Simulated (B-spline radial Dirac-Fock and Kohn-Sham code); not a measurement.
## Ce³⁺ in Watson spheres of different radius

Level of theory: ΔSCF Dirac-Fock with Breit, self-energy and vacuum polarisation, finite nucleus, configuration average; an atomic code on a B-spline grid. The ion, [Xe] 4f1, sits in a hollow sphere of charge Q = -3, a simple model of the Madelung potential. Inside the sphere an electron's potential energy is raised by the constant 14.40·|Q|/R eV, so binding energies fall by about that much as long as the orbitals stay inside.

```tsv
radius (Å)	14.40 |Q|/R (eV)	1s (eV)	2s (eV)	2p1/2 (eV)	2p3/2 (eV)	3s (eV)	3p1/2 (eV)	3p3/2 (eV)	3d3/2 (eV)	3d5/2 (eV)	4s (eV)	4p1/2 (eV)	4p3/2 (eV)	4d3/2 (eV)	4d5/2 (eV)	4f (eV)	5s (eV)	5p1/2 (eV)	5p3/2 (eV)
1.8	24.00	40452.3	6566.4	6176.4	5735.4	1452.2	1287.5	1199.1	914.1	895.7	311.0	247.9	228.9	123.3	120.1	11.06	49.03	29.15	26.19
2.2	19.64	40456.5	6570.7	6180.7	5739.6	1456.5	1291.7	1203.3	918.4	900.0	315.3	252.1	233.2	127.6	124.3	15.35	53.34	33.44	30.48
```

From the smallest to the largest radius 1s moves by +4.3 eV, while the constant potential alone would give +4.4 eV; the difference comes from charge outside the sphere and its screening.

Values without a named source are computed, but for edge energies of neutral atoms, which are taken from tables.
